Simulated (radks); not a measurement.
All-electron atom: La in [Xe] 5d1 6s2.

All-electron calculation, Dirac Kohn-Sham, PBE, spin-unpolarised, spherical densities, finite nucleus; open shells are shared between the two j in proportion to 2j + 1; Fermi nuclear charge, rms radius 4.855 fm. Program: a radial shooting solver on a logarithmic mesh with Libxc functionals.

Energy parts (hartree):
total: -8497.1319
kinetic: 9092.5579
electron-nucleus: -20672.0259
Hartree: 3286.2123
exchange-correlation: -203.8762

Orbitals (lengths in bohr, moments of r in powers of bohr):
orbital  occ.  eigenvalue (hartree)      <r^2>
1s1/2       2             -1422.769  0.0008538
2s1/2       2             -226.4033    0.01356
2p1/2       2             -213.5292   0.009960
2p3/2       4             -198.3473    0.01123
3s1/2       2             -48.42591    0.09284
3p1/2       2             -42.99669    0.08769
3p3/2       4             -40.03773    0.09532
3d3/2       4             -30.52629    0.07846
3d5/2       6             -29.89328    0.08063
4s1/2       2              -9.77959     0.4829
4p1/2       2              -7.78163     0.5176
4p3/2       4              -7.15225     0.5595
4d3/2       4              -3.87665     0.6736
4d5/2       6              -3.76739     0.6906
5s1/2       2              -1.42859      2.725
5p1/2       2              -0.88696      3.467
5p3/2       4              -0.79481      3.796
6s1/2       2              -0.13521      22.14
5d3/2     0.4              -0.11768      10.58
5d5/2     0.6              -0.11078      11.09

The highest occupied level is 5d5/2 at -3.014 eV. For comparison, the ionisation energy in NIST's Atomic Spectra Database is 5.577 eV (measured). In exact Kohn-Sham theory the highest level is minus the ionisation energy, but local and semilocal functionals leave it too shallow, through self-interaction and a potential that decays too fast; potentials with the right tail come closer. Summed over all electrons, <r^2> = 95.45 bohr^2, which gives a Langevin (diamagnetic) susceptibility term of -75.6 x 10^-6 cm^3/mol.

Beside tabulated values, note that spin-unpolarised runs miss the spin-polarisation part of the exchange energy of open shells.
